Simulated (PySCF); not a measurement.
Isomers of C10H14, from PBE0-D3(BJ)/def2-SVP geometry optimisation, gas phase in PySCF 2.14.0. One conformer each, no zero-point energy, no frequencies.

Task: Which is lowest in electronic energy at this level?
A. `C#C[C@@H]1C[C@H]2CC[C@@H]1CC2`: A = 2376, B = 1085, C = 1076 MHz, dipole 0.84 D
B. `[CH3:1][C:2]#[C:3][C:4]1=[C:5]([CH3:6])[CH2:7][CH2:8][CH2:9][CH2:10]1` with C4–C5–C7–C8 -15°, C5–C7–C8–C9 45°, C7–C8–C9–C10 -61°, C8–C9–C10–C4 46°: A = 2436, B = 772.6, C = 606.1 MHz, dipole 0.16 D
C. `[CH3:1][CH2:2][CH2:3][C:4]1=[CH:5][CH:6]=[CH:7][CH2:8][CH:9]=[CH:10]1` with C1–C2–C3–C4 -179°, C2–C3–C4–C5 -112°, C4–C5–C6–C7 -33°, C6–C7–C8–C9 67°, C7–C8–C9–C10 -68°, C3–C4–C10–C9 -152°: A = 2874, B = 734.3, C = 650.6 MHz, dipole 0.30 D

Result: C. That is `CCCC1=CC=CCC=C1`, 8.2 kcal/mol below the next.

```
                       SMILES                                                                mapped SMILES      E (Eh)  relative (kcal/mol)  relative (kJ/mol)  dipole (D)
              CCCC1=CC=CCC=C1        [CH3:1][CH2:2][CH2:3][C:4]1=[CH:5][CH:6]=[CH:7][CH2:8][CH:9]=[CH:10]1  -388.72442                  0.0                0.0        0.30
C#C[C@@H]1C[C@H]2CC[C@@H]1CC2  [CH:1]#[C:2][C@@H:3]1[CH2:4][C@H:5]2[CH2:6][CH2:7][C@@H:8]1[CH2:9][CH2:10]2  -388.71141                  8.2               34.1        0.84
             CC#CC1=C(C)CCCC1        [CH3:1][C:2]#[C:3][C:4]1=[C:5]([CH3:6])[CH2:7][CH2:8][CH2:9][CH2:10]1  -388.70846                 10.0               41.9        0.16
```

As drawn, the highest has a C≡C bond, which the lowest lacks.
